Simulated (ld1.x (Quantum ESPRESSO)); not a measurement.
N (Z = 7): PAW pseudisation with PBE, scalar-relativistic reference atom.

nitrogen, PAW, made with ld1.x (Quantum ESPRESSO) 7.5 (PBE, scalar-relativistic). Core [He], reference 2s2 2p1 (charge +2). Waves: 2s (bound): rcut 0.85, rcutus 1.15 bohr; 2s channel at -1.7 Ry: rcut 0.85, rcutus 1.15 bohr; 2p (bound): rcut 1.65, rcutus 2.15 bohr; 2p channel at -2.2 Ry: rcut 1.65, rcutus 2.15 bohr. Local part: all-electron potential smoothed inside 1.10 bohr (lloc = -2). Core correction: Bessel-smoothed model core inside 0.80 bohr. Augmentation charge: BESSEL, radius 0.85 bohr.

All-electron outer shells of the reference configuration (PBE, scalar-relativistic, ld1.x):

```json
{"shell": "2s", "level (eV)": "-49.16", "outermost node (bohr)": "0.32", "outermost maximum (bohr)": "0.96"}
{"shell": "2p", "level (eV)": "-37.51", "outermost node (bohr)": "–", "outermost maximum (bohr)": "0.86"}
```

What the tests gave:

```
Cutoffs needed                            : 15 Ry and 35 Ry (the cutoffs (Ry, on a coarse ladder) from which the occupation-weighted sum of valence levels, in a spherical-Bessel basis at the reference potential, stays within 10 and 1 mRy of its value at 400 Ry)
Ghost test                                : no extra level below or beside the all-electron valence levels (s, p, d, f tested) (spherical-Bessel basis up to 400 Ry, 20 bohr box)
Configuration tests                       : test run stopped at test 3 of 7 (negative rho)
Lowest eigenvalue of the overlap operator : 0.44 (p channel)
```

Generation and tests took about 1.4 s on one core of a shared server CPU.
